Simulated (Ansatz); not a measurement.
ZnH₂SCl₅²⁻, relaxed as a doublet with UKS PBE-D4/def2-SVPD in Ansatz, starting from the PBE-D4/def2-SVPD geometry of the charge -3 singlet. Force threshold 0.02 eV/Å.

A multiply charged anion in the gas phase is held together partly by the finite basis. The highest occupied level of the relaxed charge -2 doublet lies above zero (up to 0.36 eV). The electron is either unbound and held by the finite basis, or the level is raised by self-interaction error. In the doublet geometry the species has come apart into loosely held pieces.

Start:

```
atom    x (Å)    y (Å)    z (Å)
 Zn1   0.1603  -1.2463   0.0251
  S2  -0.3871   3.0544  -0.0663
  H3   0.1183   2.1160   0.8502
  H4  -0.6437   1.9803  -0.9352
 Cl5   0.4923  -3.6661   0.0628
 Cl6  -2.2489  -1.5925   1.0827
 Cl7   2.5757  -0.9617  -1.0260
 Cl8   0.7654   0.3006   1.8733
 Cl9  -0.8322   0.0153  -1.8667
```

Question: Estimate the energy that the relaxation releases and the steps that it takes.

Answer: 0.81 eV, in 28 steps; 2 min on 4 threads of Intel Xeon on a shared host. The force fell under the threshold at step 22, but the optimiser went on and released 0.002 eV more. No frequencies were taken in this run, so the end may be a saddle point.

Question: Does the start keep its bonding and symmetry?

Answer: By distances, no bond broke or formed. The bond that changes most is Zn1–Cl7, from 2.65 to 2.32 Å (atoms count from 1). Point group Cs at the start, Cs at the end, both within 0.05 Å.

Question: Predict the relaxed structure.

Answer: 
```xyz
9

Zn    0.613   -0.791   -0.207
S    -0.261    3.483   -0.138
H     0.232    2.558    0.767
H    -0.528    2.433   -1.001
Cl   -0.279   -2.970    0.334
Cl   -2.617   -3.939    1.414
Cl    2.632   -1.601   -1.017
Cl    0.860    0.540    1.682
Cl   -0.651    0.287   -1.833
```
Bond lengths: 4 × Cl–Zn 2.32 to 2.42 Å; 2 × H–S 1.39 Å.
